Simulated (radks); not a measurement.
Trend from Mg+ to Ar+: ionisation energy by Delta-SCF between NIST ground configurations, and size. Calculated with a radial shooting solver on a logarithmic mesh with Libxc functionals: Dirac Kohn-Sham, LDA (Slater exchange, Perdew-Wang correlation), spin-unpolarised, spherical densities, point nucleus; open shells are shared between the two j in proportion to 2j + 1.

\begin{tabular}{lrrrrrrrr}
species & configuration & configuration of the ion & IE (eV) & NIST (eV) & kind & -e(HOMO) (eV) & outermost & <r> outermost (bohr) \\ \hline
Mg+ & [Ne] 3s1 & [Ne] & 15.043 & 15.035 & exp. & 11.521 (3s1/2) & 3s1/2 & 2.78 \\
Al+ & [Ne] 3s2 & [Ne] 3s1 & 19.370 & 18.829 & exp. & 14.916 (3s1/2) & 3s1/2 & 2.37 \\
Si+ & [Ne] 3s2 3p1 & [Ne] 3s2 & 16.108 & 16.346 & exp. & 11.732 (3p3/2) & 3p3/2 & 2.45 \\
P+ & [Ne] 3s2 3p2 & [Ne] 3s2 3p1 & 19.244 & 19.769 & semi-emp. & 14.277 (3p3/2) & 3p3/2 & 2.14 \\
S+ & [Ne] 3s2 3p3 & [Ne] 3s2 3p2 & 22.370 & 23.338 & exp. & 16.845 (3p3/2) & 3p3/2 & 1.90 \\
Cl+ & [Ne] 3s2 3p4 & [Ne] 3s2 3p3 & 25.527 & 23.814 & exp. & 19.460 (3p3/2) & 3p3/2 & 1.71 \\
Ar+ & [Ne] 3s2 3p5 & [Ne] 3s2 3p4 & 28.736 & 27.630 & exp. & 22.135 (3p3/2) & 3p3/2 & 1.56 \\
\end{tabular}

Reference values: NIST Atomic Spectra Database (exp. = measured, semi-emp. = semi-empirical, theory = theoretical value adopted there). Spin polarisation and multiplet splitting are left out, so open shells lie too high by an amount that depends on their filling.

Beside tabulated values, note that spin-unpolarised runs miss the spin-polarisation part of the exchange energy of open shells.
